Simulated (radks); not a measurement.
Species: Tm53+. Configuration: [Ne] 3s2 3p3 6p1 (not the ground configuration). All-electron calculation, scalar-relativistic Kohn-Sham, PBE, spin-polarised, spherical densities, finite nucleus; open shells are filled with parallel spins first (spin-orbit coupling, left out, can overturn this in heavy ions); Fermi nuclear charge, rms radius 5.2256 fm. Program: a radial shooting solver on a logarithmic mesh with Libxc functionals.

Radial electron density D(r) = 4 pi r^2 rho(r):

```
   r/bohr * D(r) (the largest magnitude, 111, reaches the edge; | marks zero)
  0.00108 |  *
 0.001227 |   *
 0.001406 |    *
 0.001598 |     *
 0.001816 |      *
 0.002081 |        *
 0.002365 |         *
 0.002688 |           *
 0.003079 |              *
   0.0035 |                *
 0.004009 |                   *
 0.004557 |                       *
 0.005179 |                          *
 0.005934 |                              *
 0.006744 |                                 *
 0.007665 |                                     *
 0.008781 |                                        *
 0.009981 |                                          *
  0.01134 |                                            *
    0.013 |                                             *
  0.01477 |                                             *
  0.01679 |                                            *
  0.01923 |                                          *
  0.02186 |                                        *
  0.02484 |                                      *
  0.02846 |                                      *
  0.03235 |                                       *
  0.03677 |                                          *
  0.04212 |                                               *
  0.04788 |                                                   *
  0.05485 |                                                      *
  0.06234 |                                                      *
  0.07085 |                                                  *
  0.08118 |                                           *
  0.09226 |                                  *
   0.1049 |                         *
   0.1201 |                   *
   0.1365 |                *
   0.1552 |                *
   0.1778 |                *
   0.2021 |               *
   0.2297 |            *
   0.2631 |        *
   0.2991 |    *
   0.3399 | *
   0.3894 |*
   0.4426 *
    0.503 *
   0.5763 *
    0.655 *
   0.7504 *
   0.8529 |*
   0.9694 |*
    1.111 |*
    1.262 *
    1.435 *
    1.644 *
    1.868 *
    2.123 *
```

D(r) has 5 maxima, at r = 0.0134, 0.0585, 0.171, 0.536, 0.993 bohr, and minima at 0.0273, 0.148, 0.446 bohr, inside which lie 1.98, 10.69, 15.08 electrons.
